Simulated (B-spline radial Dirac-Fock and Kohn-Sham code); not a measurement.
**Elastic electron scattering at 30 keV, Rh to Lu**

Level of theory: relativistic (Dirac) partial waves in the static field of the Dirac-Fock atom with Furness-McCarthy exchange, without polarisation or absorption potentials; a B-spline atomic structure program. σ_tr1 and σ_tr2 weight the cross section with 1 − P₁ and 1 − P₂ of cos θ; "backward" is the share scattered beyond 90°.

```tsv
Z	element	σ (a₀²)	σ_tr1 (a₀²)	σ_tr2 (a₀²)	backward (%)	dσ/dΩ at 90° (a₀²/sr)
45	Rh	1.08	0.0130	0.0294	0.17	0.000544
46	Pd	1.02	0.0135	0.0304	0.19	0.000571
47	Ag	1.07	0.0140	0.0314	0.19	0.000599
48	Cd	1.12	0.0145	0.0324	0.19	0.000627
49	In	1.20	0.0151	0.0334	0.19	0.000656
50	Sn	1.26	0.0156	0.0345	0.19	0.000685
51	Sb	1.31	0.0161	0.0355	0.19	0.000715
52	Te	1.35	0.0167	0.0366	0.19	0.000746
53	I	1.39	0.0172	0.0376	0.20	0.000776
54	Xe	1.42	0.0178	0.0387	0.20	0.000808
55	Cs	1.62	0.0183	0.0397	0.19	0.000839
56	Ba	1.78	0.0189	0.0408	0.18	0.000871
57	La	1.84	0.0195	0.0419	0.18	0.000903
58	Ce	1.82	0.0200	0.0429	0.19	0.000936
59	Pr	1.73	0.0206	0.0438	0.21	0.000969
60	Nd	1.71	0.0211	0.0448	0.22	0.00100
61	Pm	1.69	0.0217	0.0458	0.23	0.00104
62	Sm	1.67	0.0223	0.0468	0.24	0.00107
63	Eu	1.65	0.0228	0.0478	0.26	0.00110
64	Gd	1.69	0.0234	0.0488	0.26	0.00114
65	Tb	1.61	0.0240	0.0497	0.29	0.00117
66	Dy	1.58	0.0245	0.0506	0.30	0.00120
67	Ho	1.56	0.0251	0.0515	0.32	0.00124
68	Er	1.54	0.0257	0.0524	0.33	0.00127
69	Tm	1.52	0.0263	0.0533	0.35	0.00130
70	Yb	1.50	0.0268	0.0542	0.37	0.00134
71	Lu	1.54	0.0274	0.0552	0.37	0.00137
```

Values without a named source are computed, but for edge energies of neutral atoms, which are taken from tables.
